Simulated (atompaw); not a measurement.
**Before and after: PAW (atompaw) potential for Tm (Z = 69)**

```
Element                 : Tm
Generator               : atompaw 4.2.0.5
Type                    : PAW
Functional              : PBE
Relativity              : scalar-relativistic
Frozen core             : [Kr] 4d10 5s2
Valence charge          : 21
Reference configuration : 4f12 5p6 5d1 6s2 6p0
Partial waves           : 6s (bound); 6s channel at 2.8 Ry; 5p (bound); 6p (bound, empty); 5d (bound); 5d channel at 4 Ry; 4f (bound); 4f channel at 0.15 Ry
Local potential         : troulliermartins scheme with l = 4 at 0 Ry, radius 2.60 bohr
Core correction         : smooth core density matched at 2.70 bohr
Augmentation charge     : besselshape compensation charge, radius 2.35 bohr; PAW radius 3.00 bohr; waves and projectors: bloechl
```

Change: waves 6s (bound): rc 3.00 bohr; 6s channel at 2.8 Ry: rc 3.00 bohr; 5p (bound): rc 2.30 bohr; 6p (bound): rc 2.00 bohr; 5d (bound): rc 3.00 bohr; 5d channel at 4 Ry: rc 2.10 bohr; 4f (bound): rc 0.90 bohr; 4f channel at 0.15 Ry: rc 0.90 bohr; augmentation besselshape compensation charge, radius 2.35 bohr; PAW radius 3.00 bohr; waves and projectors: custom polynom vanderbiltortho.

Cutoffs: the cutoffs (Ry, on a coarse ladder) from which the occupation-weighted sum of valence levels, in a spherical-Bessel basis at the reference potential, stays within 10 and 1 mRy of its value at 400 Ry; they do not see the model core or the augmentation charge, which bear on the density cutoff.

Problem. What does the change do?

Solution. A bound ghost appears in s, which as a rule spoils a file; the range in which the s phases agree widens (upper end 0.2 → 4.4); the range in which the p phases agree narrows (upper end 4.7 → 0.6).

```csv
quantity,base,changed
"cutoff, loose",30 Ry,300 Ry
"cutoff, tight",40 Ry,over 300 Ry
loose cutoff by channel (10 mRy a level),"s 6 Ry, p 15 Ry, d 15 Ry, f 21 Ry","s 6 Ry, p 12 Ry, d 8 Ry, f 200 Ry"
bound ghosts,none,s
s: phases at 3.01 bohr within 0.05 rad from the reference energy up to (Ry; the scan ends near 5),0.2,4.4
p: phases at 3.01 bohr within 0.05 rad from the reference energy up to (Ry; the scan ends near 5),4.7,0.6
d: phases at 3.01 bohr within 0.05 rad from the reference energy up to (Ry; the scan ends near 5),to the end of the scan,1.9
f: phases at 3.01 bohr within 0.05 rad from the reference energy up to (Ry; the scan ends near 5),1.2,4.5
lowest overlap eigenvalue by channel,"s 0.41, p 0.82, d 0.97, f 0.85","s 0.01, p 0.75, d 1.00, f 0.99"
```

 A true bound ghost makes a file unfit for plane-wave use even where its test errors are small: the radial tests pick states by their node count and pass the ghost by. The cutoffs see the waves, projectors and local potential, not the compensation charge or the core.
